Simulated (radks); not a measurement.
Question: The mean radii <r> (bohr) of the occupied orbitals of an atom or ion are listed with their occupations. All-electron calculation, scalar-relativistic Kohn-Sham, r2SCAN, spin-polarised, spherical densities, finite nucleus; meta-GGA in the generalised Kohn-Sham scheme; Fermi nuclear charge, rms radius of each element as measured or else 0.836 A^(1/3) + 0.57 fm. Program: a radial shooting solver on a logarithmic mesh with Libxc functionals.

orbital  occ.      <r>
1s up       1  0.02611
1s down     1  0.02611
2s up       1   0.1121
2s down     1   0.1121
2p up       3  0.09822
2p down     3  0.09822
3s up       1   0.2984
3s down     1   0.2984
3p up       3   0.2966
3p down     3   0.2966
3d up       5   0.2735
3d down     5   0.2735
4s up       1   0.6949
4s down     1   0.6953
4p up       3   0.7391
4p down     3   0.7391
4d up       5   0.8353
4d down     5   0.8324
5s up       1    1.683
5s down     1    1.681
5p up       3    1.909
5p down     1    1.920

Name the element and its charge. Open shells, if any, are filled with parallel spins first.

Answer: Z = 55, caesium, charge +3: Cs3+ in [Kr] 4d10 5s2 5p4. The 1s radius gives Z: for a bare nucleus <r> = (2 gamma + 1)/(2Z) with gamma = sqrt(1 - (Z/c)^2), 0.02574 bohr for Z = 55, and screening makes it slightly larger (0.02611 here). The occupations add up to 52, and the charge is Z minus that.
